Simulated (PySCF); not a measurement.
PySCF input for C2H6ClFSi2, SMILES Cl/C([SiH3])=C\[SiH2]F, PBE/pcSseg-1. Geometry optimised at B3LYP-D3(BJ)/def2-SVP. The structure was generated by enumeration; whether it is a known compound was not checked. One conformer was computed; it need not be the lowest.

```python
import numpy as np
from pyscf import gto, scf, dft
from pyscf.prop.nmr import rks as nmr

mol = gto.M(
    atom='''
    F    -0.93484352   -3.19163147   -0.00000000
    Si    0.20366431   -2.02203289   -0.00000000
    C    -0.72021918   -0.39329461    0.00000001
    C    -0.13775698    0.81383224    0.00000000
    Si   -0.98354434    2.50057604   -0.00000000
    Cl    1.63782232    0.91086410    0.00000000
    H     1.02607202   -2.18213919    1.22593023
    H     1.02607202   -2.18213919   -1.22593024
    H    -1.81795196   -0.41274717    0.00000001
    H    -0.57051982    3.25734893    1.21352047
    H    -2.45636281    2.27949129    0.00000000
    H    -0.57051982    3.25734893   -1.21352047
    ''',
    basis='pcSseg-1',
    charge=0,
    spin=0,
    max_memory=1600,
    verbose=3,
)
mf = dft.RKS(mol, xc='pbe')
mf.grids.level = 3
mf.conv_tol = 1e-10
mf.max_cycle = 100
mf.kernel()
n = nmr.NMR(mf)
n.verbose = 2
n.max_cycle_cphf = 60
sigma = n.kernel()
print('atom   isotropic/ppm   span/ppm')
for i, s in enumerate(sigma):
    w = np.linalg.eigvalsh((s + s.T) / 2)
    print(f'{mol.atom_symbol(i):2s}{i + 1:3d} {w.mean():14.3f} {w[2] - w[0]:11.3f}')
```

Log of the run:

```
converged SCF energy = -1218.14001993323
atom   isotropic/ppm   span/ppm
F   1        389.567      38.805
Si  2        344.907     125.922
C   3         32.078     210.667
C   4         14.887     200.021
Si  5        400.073      96.976
Cl  6        586.715     590.735
H   7         25.521       7.157
H   8         25.521       7.157
H   9         24.451       6.703
H  10         26.841       7.343
H  11         26.963       7.859
H  12         26.841       7.343
```

The run converged.
